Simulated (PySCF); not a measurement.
PySCF 2.14 output of an unrestricted B97-3 calculation on a single atom or ion in def2-TZVPPD with the def2 core potential (60 electrons), with scalar relativity through the core potential:

```
SCF conv_tol = 1e-09
number electrons alpha = 13  beta = 9
    T. W. Keal and D. J. Tozer.,  J. Chem. Phys. 123, 121103 (2005)
cycle= 1 E= -214.024866166685  delta_E= -0.00681  |g|= 0.0114  |ddm|= 0.389
cycle= 2 E= -214.024930795631  delta_E= -6.46e-05  |g|= 0.00394  |ddm|= 0.0406
cycle= 3 E= -214.0249369065  delta_E= -6.11e-06  |g|= 0.00179  |ddm|= 0.00483
cycle= 4 E= -214.024938085919  delta_E= -1.18e-06  |g|= 0.000179  |ddm|= 0.00333
cycle= 5 E= -214.024938108205  delta_E= -2.23e-08  |g|= 3.63e-06  |ddm|= 0.000366
cycle= 6 E= -214.024938108217  delta_E= -1.2e-11  |g|= 1.2e-07  |ddm|= 2.23e-05
converged SCF energy = -214.024938108217  <S^2> = 6.0020881  2S+1 = 5.0008352
```

The run itself started from symmetry-adapted Hartree-Fock orbitals and held the occupation by maximum overlap, on a logarithmic radial grid, so the iterations belong to that start.

Task: Which element, charge and spin multiplicity is this?

Result: Bi⁺ (bismuth, charge +1), multiplicity 5; the state was [Xe] 4f14 5d10 6s1 6p3, high-spin 5S determinant (an excited configuration).

Energies and moments cover only the electrons outside the core potential. Spin-orbit coupling, which splits the p, d and f shells strongly at this Z, is absent. Spin-orbit coupling is strong in this species (close to jj coupling), so the high-spin LS determinant is a model state, not a physical level.
